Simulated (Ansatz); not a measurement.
**Two structures, one formula**

The two ends of one reaction step of SiNH₄F₃, singlet (PBE0-D4/def2-TZVP).

A:

```xyz
9
angstrom
Si -0.5835 0.9171 -0.0349
F -0.1721 -2.6245 0.2341
F -1.2476 0.7173 -1.4537
F -0.1958 2.4497 0.0790
H -1.5144 0.5986 1.0516
H 0.1794 -1.7530 0.1171
N 0.7872 -0.1173 0.0029
H 1.3735 -0.1201 -0.8229
H 1.3733 -0.0678 0.8269
```

B:

Si1  (-0.913, 0.280, 0.173)
F2  (-0.896, -1.040, 1.096)
F3  (-1.027, 0.085, -1.422)
F4  (-0.158, 1.594, 0.720)
H5  (-2.304, 0.707, 0.436)
H6  (1.089, -1.256, -0.615)
N7  (1.073, -0.330, -0.203)
H8  (1.528, 0.313, -0.843)
H9  (1.607, -0.354, 0.658)
(Å)

Program: Ansatz 0.2.0. Basis: def2-TZVPP. Cores are frozen in the correlated methods. B3LYP uses VWN-RPA correlation.

Question: Which structure is lower at CCSD(T), and by how much? (Judge from chemistry; the value comes from the calculation.)

Answer: Computed: B, by 73.0 kJ/mol (electronic energy, against the other). By their contacts, A is a complex of SiNH₃F₂ ([NH2][SiH]([F])[F]) + HF and B is SiNH₄F₃ ([NH3][SiH]([F])([F])[F]).

All methods give the same order:

```csv
method,E(B) − E(A) (kJ/mol)
SPW92,-80.7
PBE-D4,-67.9
BLYP-D4,-63.6
r2SCAN-D4,-79.9
B97M-V,-83.9
PBE0-D4,-70.1
B3LYP-D4,-66.9
r2SCAN0-D4,-78.7
BHLYP-D4,-71.9
CAM-B3LYP-D4,-72.4
wB97X-V,-76.4
wB97M-V,-78.1
B2PLYP,-69.8
PBE-QIDH,-73.5
RPA on PBE,-73.5
HF,-65.4
MP2,-71.4
CCSD,-72.3
CCSD(T),-73.0
```

The T1 diagnostic stays at or below 0.011.

Labels in which every atom is bracketed show which atoms are joined, not bond orders.

For scale, one of the runs: CCSD(T)/def2-TZVPP, 222 basis functions, launched by `ansatz run in.yaml --threads 4 --pin off --events-out ev --progress --plain --max-ram 9574MiB`. Hardware: 4 CPU threads of an Arm Neoverse V2, shared host. Wall time 110 s; peak host memory 3.8 GiB.
